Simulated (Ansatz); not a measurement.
Correlation energies of CH7GaN2 (`[CH3][Ga]([NH2])[NH2]`) by basis set

Cartesian coordinates in Å:
```
C 1.130 -0.944 -0.989
Ga -0.116 0.102 0.098
N 0.224 0.499 1.845
N -1.688 0.739 -0.567
H 0.870 -0.896 -2.047
H 1.118 -1.992 -0.683
H 2.151 -0.574 -0.868
H -0.444 0.928 2.461
H 0.985 0.088 2.358
H -1.924 0.698 -1.543
H -2.305 1.354 -0.064
```

Total charge 0; spin multiplicity 1. Correlated methods include outer-core shells of Ga, which these sets cover unevenly. Scalar relativity is left out up to krypton. All single points use the PBE0-D4/def2-TZVP geometry. It is one conformer, not always the lowest. Frozen core, restricted reference, the Gaussian-basis code of Ansatz.

| basis | HF (Eh) | MP2 corr. |
| --- | --- | --- |
| def2-SVP | -2073.77359 | -0.70928 |
| def2-TZVPP | -2074.20573 | -0.84701 |
| def2-QZVPP | -2074.25419 | -1.13791 |

Question: Estimate the CCSD correlation energy and the (T) correction in each basis where they were run (hartree).

Answer: 
```tsv
basis	CCSD corr.	(T)
def2-SVP	-0.73684	-0.02127
def2-TZVPP	-0.86949	-0.03407
```
